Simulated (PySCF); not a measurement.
**Relaxation of singlet AsON**

These are results of PySCF, PBE0, basis As def2-TZVP, O def2-TZVP, N def2-TZVP (no relativity, density fitting), not measurements. A (50,194) grid was used.

A hand-made bent start, of Cs symmetry, held to at least that symmetry:

```xyz
3
charge 0 multiplicity 1, angstrom
As    0.0233    0.0000   -0.2827
O    -1.3774    0.0000    0.6981
N     1.4486    0.0000    0.7153
```

Optimiser trace:
```csv
step,E − E(last) (kJ/mol),largest gradient (Eh/bohr)
0,134.17,0.07359
1,78.12,0.04373
2,20.27,0.02656
3,7.77,0.04035
4,6.09,0.04301
5,1.77,0.02636
6,0.73,0.01821
7,0.09,0.00284
8,0.01,0.00118
9,0.00,0.00022
10,0.00,0.00002
```

It ends at C∞v with As–N 1.607 Å, As–O 1.607 Å; N–As–O 180.0°. A frequency run shows a minimum. Other isomers or separated fragments may lie lower.

Final geometry:
Z-matrix (Å, degrees; charge 0 multiplicity 1):
```
As
O  1 1.6072
N  1 1.6075 2 180.00
```

The relaxation took 18 s on 2 threads of a shared Arm Neoverse V1 host, with 110 basis functions and 11 gradients; the process peaked at 0.56 GiB. Launch command: `OMP_NUM_THREADS=2 python axn.py task.json out`.
